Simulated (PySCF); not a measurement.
Species: C₇H₆N₂SSe.
Bonds: C1–S2, S2–C3, C3–C4 (aromatic), C4–C5 (aromatic), C5–C6 (aromatic), C6–C7 (aromatic), C7–Se8 (aromatic), Se8–N9 (aromatic), N9–N10 (aromatic), N10–C11 (aromatic), C3–C11 (aromatic), C7–C11 (aromatic). Hydrogens: H12, H13, H14 on C1; H15 on C4; H16 on C5; H17 on C6.

Computed by this run: PySCF 2.14.0, PBE0-D3(BJ)/def2-SVP geometry optimisation, gas phase; density fitting, grid level 2; the optimiser is geomeTRIC in internal coordinates, started from a GFN2-xTB structure.

Step 0: E = -86478.6816 eV
```
atom  x, y, z in Å  |  force x, y, z in eV/Å
C1     -3.2238   -0.4687    0.4777    0.286   0.583  -0.136
S2     -2.5251    1.1638    0.1187   -0.149  -0.011   0.040
C3     -0.8199    0.9074   -0.1884   -0.615  -0.140   0.133
C4     -0.0767    2.0431   -0.4893   -0.044  -0.027   0.015
C5      1.2835    1.9794   -0.7542   -0.058  -0.077   0.024
C6      1.9650    0.7768   -0.7313    0.087  -0.101  -0.006
C7      1.2496   -0.3716   -0.4351   -0.002  -0.255   0.038
Se8     1.8222   -2.1410   -0.3142    0.379   0.664  -0.164
N9      0.0458   -2.5283    0.0951   -0.434  -1.372   0.268
N10    -0.6873   -1.5379    0.1102   -0.788  -0.269   0.195
C11    -0.1515   -0.3281   -0.1589    1.256   0.526  -0.320
H12    -4.2790   -0.2946    0.6669   -0.439   0.159   0.064
H13    -3.0924   -1.1212   -0.3786   -0.034  -0.337  -0.211
H14    -2.7449   -0.8920    1.3539    0.072  -0.262   0.281
H15    -0.5863    2.9942   -0.5131   -0.196   0.459  -0.022
H16     1.8177    2.8892   -0.9816    0.233   0.417  -0.104
H17     3.0228    0.7290   -0.9373    0.447   0.044  -0.096
```

Step 1: E = -86478.7945 eV
```
atom  x, y, z in Å  |  force x, y, z in eV/Å
C1     -3.2879   -0.4431    0.4853    0.076  -0.063   0.001
S2     -2.5102    1.1419    0.1281   -0.026  -0.004   0.001
C3     -0.8085    0.8695   -0.1840    0.120   0.014  -0.018
C4     -0.0791    2.0264   -0.4860   -0.077   0.049   0.007
C5      1.2888    1.9850   -0.7575    0.050   0.052  -0.015
C6      2.0037    0.7933   -0.7428    0.064   0.004  -0.012
C7      1.3051   -0.3759   -0.4449   -0.010  -0.037   0.007
Se8     1.8985   -2.1211   -0.3310    0.107  -0.146  -0.003
N9      0.0689   -2.5871    0.1008    0.041   0.129  -0.025
N10    -0.6448   -1.5785    0.1100   -0.017  -0.026   0.008
C11    -0.0875   -0.3499   -0.1668   -0.278   0.042   0.046
H12    -4.3448   -0.1912    0.6630    0.060   0.009  -0.013
H13    -3.2049   -1.1380   -0.3594   -0.028   0.017  -0.003
H14    -2.8594   -0.9148    1.3782   -0.029   0.016   0.005
H15    -0.6016    2.9867   -0.5082    0.010  -0.029   0.001
H16     1.8099    2.9189   -0.9875   -0.030  -0.032   0.010
H17     3.0738    0.7773   -0.9568   -0.033   0.004   0.005
```

Question: Estimate the geometry and energy of step 2. (The exact step hangs on the optimiser's Hessian estimate; all steps are aligned on step 1, rigid shifts and turns removed.)

Answer: E = -86478.7952 eV, largest force 0.166 eV/Å
```
atom  x, y, z in Å  |  force x, y, z in eV/Å
C1     -3.2597   -0.4565    0.4807   -0.027   0.001   0.008
S2     -2.5165    1.1455    0.1301   -0.012   0.005   0.001
C3     -0.8148    0.8870   -0.1832    0.081   0.008  -0.018
C4     -0.0794    2.0393   -0.4870   -0.023  -0.015   0.007
C5      1.2891    1.9846   -0.7576    0.008   0.024  -0.005
C6      1.9957    0.7869   -0.7408   -0.027  -0.003   0.006
C7      1.2883   -0.3776   -0.4413    0.035   0.011  -0.009
Se8     1.8782   -2.1290   -0.3267   -0.049   0.047   0.005
N9      0.0429   -2.5714    0.1055   -0.052  -0.041   0.015
N10    -0.6695   -1.5622    0.1149    0.145  -0.079  -0.017
C11    -0.1063   -0.3376   -0.1633   -0.029   0.007   0.004
H12    -4.3179   -0.2196    0.6608   -0.016   0.004   0.002
H13    -3.1710   -1.1446   -0.3685   -0.016   0.015   0.008
H14    -2.8253   -0.9241    1.3724   -0.019   0.013  -0.006
H15    -0.5950    3.0023   -0.5115    0.001  -0.005   0.000
H16     1.8162    2.9133   -0.9892    0.000   0.003   0.000
H17     3.0647    0.7633   -0.9548    0.000   0.005  -0.001
```

The energy changes by -0.0007 eV. The first-order estimate −F·Δx gives -0.0078 eV and the mean of the old and new forces, exact on a quadratic surface, -0.0005 eV. The step makes an angle of 79° with the force vector and moves no atom by more than 0.039 Å.

The cost below is that of the whole optimisation. On one thread of an AMD EPYC 9R14, no GPU, shared host with 96 logical CPUs at a one-minute load of 74, this took 2.1 min wall and 1.1 GiB of memory at its peak.
